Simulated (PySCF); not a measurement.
**PBE0 on C⁺ (carbon, charge +1)**

Configuration: [He] 2s1 2p2, high-spin 4P determinant (an excited configuration). All numbers are calculated (PySCF 2.14, the non-relativistic Hamiltonian (point nucleus), in aug-cc-pVTZ with one added diffuse shell each of s, p, d, f type (6s5p4d3f, 62 functions)).

| Quantity | Value |
| --- | --- |
| Total energy | -37.2034 hartree |
| One-electron energy | -47.3764 hartree |
| Hartree (Coulomb) energy | 15.1200 hartree |
| Exchange-correlation energy | -4.9470 hartree |
| Kinetic energy | 37.01516 hartree |
| ⟨S²⟩ | 3.7500 |
| ⟨L²⟩ | 2.001 |
| Sum of ⟨r⟩ | 4.909 bohr |
| Sum of ⟨r²⟩ | 7.993 bohr² |
| Traceless quadrupole moment −½Σ⟨3z² − r²⟩ along its main axis | 1.10 e·bohr² |
| Density at the nucleus (Gaussians lack the cusp) | 120 bohr⁻³ |
| Spin density at the nucleus | 3.22 bohr⁻³ |
| Langevin diamagnetic susceptibility | -6.33 ×10⁻⁶ cm³/mol |

```json
{"shell": "1s α", "electrons": "1", "mean orbital energy (hartree)": "-10.92172", "rms radius, mean of both spins (bohr)": "0.314"}
{"shell": "1s β", "electrons": "1", "mean orbital energy (hartree)": "-10.84372", "rms radius, mean of both spins (bohr)": "0.314"}
{"shell": "2s α", "electrons": "1", "mean orbital energy (hartree)": "-1.09168", "rms radius, mean of both spins (bohr)": "1.57"}
{"shell": "2p α", "electrons": "2", "mean orbital energy (hartree)": "-0.75442", "rms radius, mean of both spins (bohr)": "1.63"}
```
